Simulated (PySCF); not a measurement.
CH3BI2, SMILES CB(I)I. Atoms are numbered in the order given.

```xyz
7

B      0.0259    -0.8411     0.0000
I     -0.0005     0.2550     1.8442
I     -0.0005     0.2550    -1.8442
C      0.0078    -2.4032     0.0000
H      0.4670    -2.8408    -0.9080
H     -1.0614    -2.7197     0.0000
H      0.4670    -2.8408     0.9080
```
Charge 0, spin multiplicity 1.

The structure is a stationary point at PBE-D3(BJ)/def2-SVP. The def2 effective core potentials stand for the cores of I; spin–orbit coupling is left out.

These are PBE-D3(BJ)/def2-SVP (PySCF) values and carry that method's errors.

Frequencies are harmonic and unscaled.

```
mode  ν (cm⁻¹)  IR (km/mol)  moving atoms (share of kinetic energy)
----  --------  -----------  --------------------------------------
1           53          0.1                                  H 98 %
2          119          0.0                                  I 90 %
3          226          0.0                  C 53 %, H 32 %, I 15 %
4          321          1.6                          B 65 %, H 25 %
5          355          3.9          C 39 %, B 32 %, I 17 %, H 12 %
6          625        155.9                          B 66 %, H 26 %
7          757          8.5                  H 63 %, C 19 %, B 18 %
8          913        184.6                  H 53 %, B 29 %, C 18 %
9         1039         78.7                  B 60 %, H 25 %, C 15 %
10        1262         68.3                          H 68 %, C 27 %
11        1355          0.2                                  H 97 %
12        1377          8.8                                  H 94 %
13        2958          1.9                                  H 96 %
14        3043          3.4                           H 92 %, C 8 %
15        3088          1.7                          H 90 %, C 10 %
```
